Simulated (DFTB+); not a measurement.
DFTB+ input (SCC-DFTB): The folder sk holds the Slater-Koster set scc that CP2K ships.

```
Geometry = xyzFormat {
13

C      1.44426070    -0.53658161    -0.27402555
C      1.36902390     0.90871354     0.23061831
C     -0.09966705     0.54899598     0.74559223
C      0.14065038    -0.72927474     0.15909879
C     -1.28634728    -0.95967727    -0.32215211
C     -1.37294596     0.60773327    -0.18472220
H      2.26019345    -1.18278387    -0.58882787
H      1.29799486     1.63376910    -0.58908418
H      2.10293262     1.28829290     0.96136211
H     -1.43086623    -1.37938019    -1.32226701
H     -1.92490781    -1.48935370     0.39132526
H     -1.16856776     1.04398640    -1.17825130
H     -2.30662743     1.04601428     0.19928636
}
Hamiltonian = DFTB {
  SCC = Yes
  SCCTolerance = 1e-8
  MaxSCCIterations = 300
  Charge = -1
  SlaterKosterFiles = Type2FileNames {
    Prefix = "sk/"
    Separator = ""
    Suffix = ".spl"
    LowerCaseTypeName = Yes
  }
  MaxAngularMomentum {
    C = "p"
    H = "s"
  }
  Filling = Fermi { Temperature [K] = 0 }
}
ParserOptions { ParserVersion = 14 }
```

Output:

```
|===============================================================================
|
|
|  Copyright (C) 2006 - 2025  DFTB+ developers group
|
|===============================================================================
|
|  When publishing results obtained with DFTB+, please cite the following
|  reference:
|
|    Recent Developments in DFTB+, a Software Package for Efficient Atomistic
|    Quantum Mechanical Simulations, J. Phys. Chem. A 129, 5373−5390 (2025).
|    [https://doi.org/10.1021/acs.jpca.5c01146]
|
|  You should also cite additional publications crediting the parametrization
|  data you use. Please consult the documentation of the SK-files for the
|  references.
|
|===============================================================================

Reading input file 'dftb_in.hsd'
Parser version: 14

--------------------------------------------------------------------------------
Reading SK-files:
./sk/cc.spl
./sk/ch.spl
./sk/hh.spl
Done.

Processed input in HSD format written to 'dftb_pin.hsd'

Starting initialization...
--------------------------------------------------------------------------------
WARNING!
-> Dipole printed for a charged system : origin dependent quantity
Mode:                        Static calculation
Self consistent charges:     Yes
SCC-tolerance:                 0.100000E-07
Max. scc iterations:                    300
Shell resolved Hubbard:      No
Spin polarisation:           No
Nr. of up electrons:            16.000000
Nr. of down electrons:          16.000000
Periodic boundaries:         No
Electronic solver:           Relatively robust
Mixer:                       Broyden mixer
Mixing parameter:                  0.200000
Nr. of chrg. vec. in memory:            300
Max. SCC-cycles:                        300
Electronic temperature:              0.100000E-07 H      0.272114E-06 eV
Initial charges:             Set automatically (system chrg:  -0.100E+01)
Included shells:             C:  s, p
                             H:  s
Extra options:
                             Mulliken analysis

--------------------------------------------------------------------------------

***  Geometry step: 0

 iSCC Total electronic   Diff electronic      SCC error
    1   -0.12995615E+02    0.00000000E+00    0.64377237E+00
    2   -0.13007700E+02   -0.12995615E+02    0.40593952E+00
    3   -0.13014982E+02   -0.12085360E-01    0.45209452E-01
    4   -0.13015096E+02   -0.72817494E-02    0.11580587E-01
    5   -0.13015105E+02   -0.11386604E-03    0.59519515E-02
    6   -0.13015108E+02   -0.86486387E-05    0.12630649E-02
    7   -0.13015108E+02   -0.36571177E-05    0.22197027E-03
    8   -0.13015108E+02   -0.13511966E-06    0.15502546E-03
    9   -0.13015108E+02   -0.12531167E-08    0.14867169E-04
   10   -0.13015108E+02   -0.40731400E-08    0.18243834E-05
   11   -0.13015108E+02   -0.19896973E-10    0.75201357E-06
   12   -0.13015108E+02   -0.23092639E-12    0.50304463E-07
>> Charges saved for restart in charges.bin
   13   -0.13015108E+02   -0.40856207E-13    0.36853054E-08

Total Energy:                      -12.7464776897 H         -346.8493 eV
Extrapolated to 0K:                -12.7464776897 H         -346.8493 eV
Total Mermin free energy:          -12.7464776897 H         -346.8493 eV
Force related energy:              -12.7464776897 H         -346.8493 eV

 Fermi distribution function

Calculation with static geometry

********************************************************************************
 iSCC Total electronic   Diff electronic      SCC error
   13   -0.13015108E+02   -0.40856207E-13    0.36853054E-08
********************************************************************************

 Total charge:    -1.00000000

 Atomic gross charges (e)
 Atom           Charge
    1      -0.36279527
    2      -0.00841981
    3      -0.48215972
    4       0.03342039
    5      -0.10395197
    6      -0.04258587
    7       0.01590191
    8      -0.00416064
    9      -0.02997613
   10       0.00057338
   11       0.00796088
   12      -0.00104234
   13      -0.02276481

Nr. of electrons (up):     32.00000000
Atom populations (up)
 Atom       Population
    1       4.36279527
    2       4.00841981
    3       4.48215972
    4       3.96657961
    5       4.10395197
    6       4.04258587
    7       0.98409809
    8       1.00416064
    9       1.02997613
   10       0.99942662
   11       0.99203912
   12       1.00104234
   13       1.02276481

l-shell populations (up)
 Atom Sh.   l       Population
    1   1   0       1.23121082
    1   2   1       3.13158445
    2   1   0       1.22655934
    2   2   1       2.78186046
    3   1   0       1.39408278
    3   2   1       3.08807694
    4   1   0       1.21649570
    4   2   1       2.75008391
    5   1   0       1.23783259
    5   2   1       2.86611937
    6   1   0       1.23653750
    6   2   1       2.80604837
    7   1   0       0.98409809
    8   1   0       1.00416064
    9   1   0       1.02997613
   10   1   0       0.99942662
   11   1   0       0.99203912
   12   1   0       1.00104234
   13   1   0       1.02276481

Orbital populations (up)
 Atom Sh.   l   m       Population  Label
    1   1   0   0       1.23121082  s
    1   2   1  -1       0.91236140  p_y
    1   2   1   0       1.27480104  p_z
    1   2   1   1       0.94442201  p_x
    2   1   0   0       1.22655934  s
    2   2   1  -1       0.90478205  p_y
    2   2   1   0       0.91743372  p_z
    2   2   1   1       0.95964469  p_x
    3   1   0   0       1.39408278  s
    3   2   1  -1       0.99299556  p_y
    3   2   1   0       1.29268686  p_z
    3   2   1   1       0.80239453  p_x
    4   1   0   0       1.21649570  s
    4   2   1  -1       0.99034420  p_y
    4   2   1   0       0.92961296  p_z
    4   2   1   1       0.83012675  p_x
    5   1   0   0       1.23783259  s
    5   2   1  -1       0.96272191  p_y
    5   2   1   0       0.90676298  p_z
    5   2   1   1       0.99663448  p_x
    6   1   0   0       1.23653750  s
    6   2   1  -1       0.90333124  p_y
    6   2   1   0       0.95111205  p_z
    6   2   1   1       0.95160508  p_x
    7   1   0   0       0.98409809  s
    8   1   0   0       1.00416064  s
    9   1   0   0       1.02997613  s
   10   1   0   0       0.99942662  s
   11   1   0   0       0.99203912  s
   12   1   0   0       1.00104234  s
   13   1   0   0       1.02276481  s

Fermi level:                         0.1558750219 H            4.2416 eV
Band energy:                        -4.8308788918 H         -131.4549 eV
TS:                                  0.0000000000 H            0.0000 eV
Band free energy (E-TS):            -4.8308788918 H         -131.4549 eV
Extrapolated E(0K):                 -4.8308788918 H         -131.4549 eV
Input / Output electrons (q):     32.0000000000     32.0000000000

Energy H0:                         -13.1617152479 H         -358.1485 eV
Energy SCC:                          0.1466068832 H            3.9894 eV
Total Electronic energy:           -13.0151083647 H         -354.1591 eV
Repulsive energy:                    0.2686306750 H            7.3098 eV
Total energy:                      -12.7464776897 H         -346.8493 eV
Extrapolated to 0:                 -12.7464776897 H         -346.8493 eV
Total Mermin free energy:          -12.7464776897 H         -346.8493 eV
Force related energy:              -12.7464776897 H         -346.8493 eV

Non-constrained calculation

SCC converged

Warning: dipole moment is not defined absolutely!
Dipole moment:   -0.53945762   -0.24557158   -0.47626947 au
Dipole moment:   -1.37116460   -0.62418074   -1.21055635 Debye
```

The dipole moment of an ion depends on the origin.

The geometry given is a B3LYP-D3(BJ)/def2-TZVP minimum.
